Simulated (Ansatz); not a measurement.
Molecule: C₂HCl₄ (charge 0, doublet). It need not be the lowest isomer of its formula. SMILES: Cl[C](C(Cl)Cl)Cl
Structure (B3LYP-D3(BJ)/def2-TZVP (Ansatz, a quantum-chemistry and plane-wave program) minimum search):
```
C
H 1 1.0832
C 1 1.4726 2 110.16
Cl 3 1.6981 1 120.90 2 -172.91
Cl 3 1.7082 1 117.30 2 28.71
Cl 1 1.7839 2 107.50 3 -122.28
Cl 1 1.8253 2 105.31 3 120.45
```
Charge 0, spin multiplicity 2.

Q: Give the harmonic wavenumbers at B3LYP-D3(BJ)/def2-TZVP (Ansatz, finite differences of forces, unscaled).

A: 45, 119, 171, 220, 297, 368, 427, 604, 629, 742, 923, 1157, 1209, 1291, 3161 cm⁻¹. Zero-point energy 16.2 kcal/mol.

Q: From these and the geometry, give the ideal-gas thermochemistry at 298.15 K and 1 atm (rigid rotor, harmonic oscillator).

A: Point group C1, rotational symmetry number 1. Rotational constants 1.692, 1.078, 0.9125 GHz. S(trans) 41.24, S(rot) 29.65, S(vib) 17.26, S(elec, spin only) 1.38, S 89.5 cal/(mol K). H(298) - H(0) 5.02 kcal/mol; G - E(el) -5.4 kcal/mol.
